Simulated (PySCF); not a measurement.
PySCF input for Zn(Me)(GeH3) (CH6GeZn), SMILES [CH3][Zn][GeH3], C-PCM-B3LYP/def2-SVP. The structure is a stationary point at B3LYP-D3(BJ)/def2-SVP. The structure was generated by enumeration; whether it is a known compound was not checked.

```python
import numpy as np
from pyscf import gto, scf, dft
from pyscf.solvent import pcm

mol = gto.M(
    atom='''
    Zn    0.00000000   -0.00000000   -0.91263594
    C    -0.00000000    0.00000000   -2.87704155
    H    -1.00904069   -0.20264530   -3.27278275
    H     0.68001633   -0.77253222   -3.27278274
    H     0.32902437    0.97517753   -3.27278274
    Ge   -0.00000000    0.00000000    1.50413512
    H     1.42231950   -0.12354802    2.10911726
    H    -0.60416403    1.29353882    2.10911726
    H    -0.81815547   -1.16999082    2.10911725
    ''',
    basis='def2-SVP',
    charge=0,
    spin=0,
    max_memory=1600,
    verbose=3,
)
mf = dft.RKS(mol, xc='b3lyp').density_fit(auxbasis='def2-universal-jkfit')
mf.grids.level = 3
mf.conv_tol = 1e-9
mf.max_cycle = 100
mf.kernel()
res = {}
for name, eps in {'water': 78.355, 'acetonitrile': 35.688, 'chlorobenzene': 5.6968}.items():
    s = mf.PCM()
    s.with_solvent.method, s.with_solvent.eps, s.with_solvent.lebedev_order = 'C-PCM', eps, 29
    s.kernel(mf.make_rdm1())
    res[name] = (s.e_tot, eps, s.dip_moment(), s.mo_energy, s.converged)
    print(f'{name}: electrostatic solvation free energy {(s.e_tot - mf.e_tot) * 627.509474:.3f} kcal/mol')
```

It prints:

```
converged SCF energy = -3897.66070345509

WARN: PCM is an experimental feature. It is still in testing.
Features and APIs may be changed in the future.

converged SCF energy = -3897.67386442689
Dipole moment(X, Y, Z, Debye):  0.00084,  0.00049, -1.82760
water: electrostatic solvation free energy -8.259 kcal/mol

WARN: PCM is an experimental feature. It is still in testing.
Features and APIs may be changed in the future.

converged SCF energy = -3897.67360514476
Dipole moment(X, Y, Z, Debye):  0.00082,  0.00048, -1.81339
acetonitrile: electrostatic solvation free energy -8.096 kcal/mol

WARN: PCM is an experimental feature. It is still in testing.
Features and APIs may be changed in the future.

converged SCF energy = -3897.67121453198
Dipole moment(X, Y, Z, Debye):  0.00063,  0.00038, -1.68514
chlorobenzene: electrostatic solvation free energy -6.596 kcal/mol
```

The calculation finished and met its thresholds.

Cost: around 70 core-seconds (rough).
